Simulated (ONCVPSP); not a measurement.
**Pseudopotential generation for neon (Ne): ONCV, PBE, scalar-relativistic.**

neon, optimised norm-conserving Vanderbilt (ONCV), made with ONCVPSP 4.0.1 (PBE, scalar-relativistic). Core [He], reference 2s2 2p5 (charge +1). Waves: 2s: rc 0.60 bohr, ncon 4, nbas 8, qcut 12 1/bohr, 3 projectors, debl 3.3 Ha; 2p: rc 1.40 bohr, ncon 4, nbas 7, qcut 8.9 1/bohr, 3 projectors, debl 3.3 Ha; d scattering state at 0.23 Ha: rc 1.25 bohr, ncon 3, nbas 8, qcut 7.1 1/bohr, 2 projectors, debl 3.1 Ha. Local part: polynomial inside 0.40 bohr (lpopt 5, dvloc0 0 Ha). Core correction: polynomial model core, fcfact 0.65.

* Cutoffs needed: 72 Ha and 244 Ha (the cutoffs (Ha) at which the residual kinetic energy of the hardest occupied pseudo-wave falls to 1 and 0.1 mHa per electron)
* Ghost test: ghosts flagged at negative energy: s at -658.6 eV; GHOST(+) flagged for d at 29.4 eV; a true bound ghost makes a file unfit for plane-wave use
* Largest excitation error: +1075 meV (all-electron minus pseudo) for 2s2 2p3, out of 4 test configurations
* rms error of d²Exc/dni dnj: 2.01 mHa without and 2.10 mHa with the model core
